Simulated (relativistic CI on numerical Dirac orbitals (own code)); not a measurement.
## Ligand-field terms of d9

Computed with a parametric ligand-field model of a d^n configuration (Racah B and C, spin-orbit zeta, crystal field), exact diagonalisation.

Field parameters in Wybourne normalisation: Oh B⁴₀ = 21Dq, B⁴₄ = √(5/14) B⁴₀; Td as Oh with Dq negative (B⁴₀ = 21Dq, B⁴₄ = √(5/14) B⁴₀). The field is a parameter set, without covalency.

Task: Ground term and bands for B = 1020, C = 5000, ζ = 0 cm⁻¹, Oh, 10Dq = 39100 cm⁻¹?

Result: Ground term 2E with 3.00 electrons in the two orbitals of the cubic e set. Spin-allowed: 2T2 39100 cm⁻¹ (256 nm). Lowest spin-forbidden: none.

Task: Ground term and bands for B = 970, C = 4060, ζ = 0 cm⁻¹, Oh, 10Dq = 17850 cm⁻¹?

Result: Ground term 2E with 3.00 electrons in the two orbitals of the cubic e set. Spin-allowed: 2T2 17850 cm⁻¹ (560 nm). Lowest spin-forbidden: none.

Task: Ground term and bands for B = 570, C = 2190, ζ = 0 cm⁻¹, Oh, 10Dq = 11450 cm⁻¹?

Result: Ground term 2E with 3.00 electrons in the two orbitals of the cubic e set. Spin-allowed: 2T2 11450 cm⁻¹ (873 nm). Lowest spin-forbidden: none.

Task: Ground term and bands for B = 340, C = 1340, ζ = 0 cm⁻¹, Td, 10Dq = -5700 cm⁻¹?

Result: Ground term 2T2 with 4.00 electrons in the two orbitals of the cubic e set. Spin-allowed: 2E 5700 cm⁻¹ (1754 nm). Lowest spin-forbidden: none.

Task: Ground term and bands for B = 380, C = 1340, ζ = 0 cm⁻¹, Oh, 10Dq = 28950 cm⁻¹?

Result: Ground term 2E with 3.00 electrons in the two orbitals of the cubic e set. Spin-allowed: 2T2 28950 cm⁻¹ (345 nm). Lowest spin-forbidden: none.
